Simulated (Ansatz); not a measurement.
One change: `[OH][Zr]([F])([SH])[Cl]` becomes `[OH][Zr]([OH])([SH])[Cl]`.

Ansatz, PBE0-D4/def2-TZVP geometries, multiplicity 1. Each molecule was computed in one conformer, which needn't be the lowest.

Elements past krypton have def2 core potentials.

```json
{"property": "HOMO energy (PBE/def2-TZVPP) / eV", "`[OH][Zr]([F])([SH])[Cl]`": "-6.63"}
{"property": "LUMO energy (PBE/def2-TZVPP) / eV", "`[OH][Zr]([F])([SH])[Cl]`": "-2.41"}
{"property": "HOMO–LUMO gap (PBE/def2-TZVPP) / eV", "`[OH][Zr]([F])([SH])[Cl]`": "4.23"}
{"property": "size of the dipole moment (ωB97M-V/def2-TZVPP) / D", "`[OH][Zr]([F])([SH])[Cl]`": "2.32"}
{"property": "HOMO energy (PBE0/def2-TZVPP) / eV", "`[OH][Zr]([F])([SH])[Cl]`": "-7.86"}
{"property": "HOMO–LUMO gap (B3LYP/def2-TZVPP) / eV", "`[OH][Zr]([F])([SH])[Cl]`": "5.81"}
```

(1) Give the same properties after the change, and the shifts. (An estimate is asked.)

Results:

(1) Ansatz gave: 
```
                                          property  `[OH][Zr]([OH])([SH])[Cl]`  shift
                 HOMO energy (PBE/def2-TZVPP) / eV                       -6.24   0.39
                 LUMO energy (PBE/def2-TZVPP) / eV                       -1.90   0.51
               HOMO–LUMO gap (PBE/def2-TZVPP) / eV                        4.33   0.10
size of the dipole moment (ωB97M-V/def2-TZVPP) / D                        3.84   1.52
                HOMO energy (PBE0/def2-TZVPP) / eV                       -7.45   0.41
             HOMO–LUMO gap (B3LYP/def2-TZVPP) / eV                        5.90   0.09
```

With PBE0 the HOMO rises by 0.41 eV and the LUMO rises by 0.49 eV, so the gap widens by about 0.08 eV. PBE moves the HOMO by 0.39 eV and ωB97M-V by 0.40 eV. Dipoles are sizes alone; their direction can turn.

B3LYP here is the variant with VWN-RPA as its local correlation; programs differ in this.
